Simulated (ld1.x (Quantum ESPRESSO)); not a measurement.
## Which change was made? (H, PAW)

| Quantity | Value |
| --- | --- |
| Element | hydrogen |
| Generator | ld1.x (Quantum ESPRESSO) 7.5 |
| Type | PAW |
| Functional | PBE |
| Relativity | scalar-relativistic |
| Frozen core | none |
| Valence charge | 1 |
| Reference configuration | 1s1 |
| Partial waves | 1s (bound): rcut 1.10, rcutus 1.25 bohr; 1s channel at 0.2 Ry: rcut 1.10, rcutus 1.25 bohr; 2p channel at -0.05 Ry: rcut 1.10, rcutus 1.40 bohr; 2p channel at 2.15 Ry: rcut 1.10, rcutus 1.40 bohr |
| Local potential | all-electron potential smoothed inside 1.15 bohr (lloc = -1) |
| Core correction | none |
| Augmentation charge | BESSEL, radius 0.80 bohr |

Cutoffs, loose and tight: the cutoffs (Ry, on a coarse ladder) from which the occupation-weighted sum of valence levels, in a spherical-Bessel basis at the reference potential, stays within 10 and 1 mRy of its value at 400 Ry. They do not see the model core or the augmentation charge, which bear on the density cutoff. Test errors are all-electron minus pseudo excitation energies from the reference, over the configurations 1s0.5; variants that change the core or the reference have their own tests.

The base gives: outcome: generated; cutoff, loose: 15 Ry; cutoff, tight: 25 Ry; bound ghosts: none.

(1) After one change the result is: outcome: generated; cutoff, loose: 12 Ry; cutoff, tight: 21 Ry; bound ghosts: none. Which change was it?
A. all radii scaled by about 1.25 (s 1.56, p 1.74 bohr, rcut 1.38/1.38); local potential all-electron potential smoothed inside 1.44 bohr (lloc = -1); augmentation BESSEL, radius 1.00 bohr
B. local potential all-electron potential smoothed inside 0.76 bohr (lloc = -1)
C. waves 1s (bound): rcut 1.10, rcutus 1.32 bohr; 1s channel at 0.2 Ry: rcut 1.10, rcutus 1.32 bohr

## Answers

(1) C. The others give: local potential all-electron potential smoothed inside 0.76 bohr (lloc = -1) → outcome: generated, overlap not positive; bound ghosts: not determined (overlap not positive) | all radii scaled by about 1.25 (s 1.56, p 1.74 bohr, rcut 1.38/1.38); local potential all-electron potential smoothed inside 1.44 bohr (lloc = -1); augmentation BESSEL, radius 1.00 bohr → outcome: generated; cutoff, loose: 10 Ry; cutoff, tight: 18 Ry; bound ghosts: none. A file whose overlap is not positive is unfit for use, and its test errors describe a broken file.
